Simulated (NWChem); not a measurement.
System: CH₃AlCl, doublet; SMILES [Al]([CH3])[Cl]

```xyz
6

Al     0.6952     0.4810    -0.0001
C     -0.5735     2.0101    -0.0001
H     -1.2026     1.9599     0.8977
H     -1.2286     1.9392    -0.8777
H     -0.0597     2.9759    -0.0182
Cl    -0.1827    -1.4817     0.0000
```
Atoms are numbered in this order, from 1.

The geometry was optimised at B3LYP/6-31G* (spherical d), spin-unrestricted. This spin state was assumed; another may lie lower. No stability test was run on the SCF state.

**Question.** List the 4 lowest vertical excitations from PBE/6-31G* (spherical d), spin-unrestricted, TDA (NWChem).

**Answer.** 
```
state    energy (eV)  oscillator strength  <S²>
-------  -----------  -------------------  ----
state 1         2.52                0.037  0.75
state 2         4.11                0.019  0.77
state 3         4.33                0.005  0.77
state 4         4.58                0.011  0.78
```
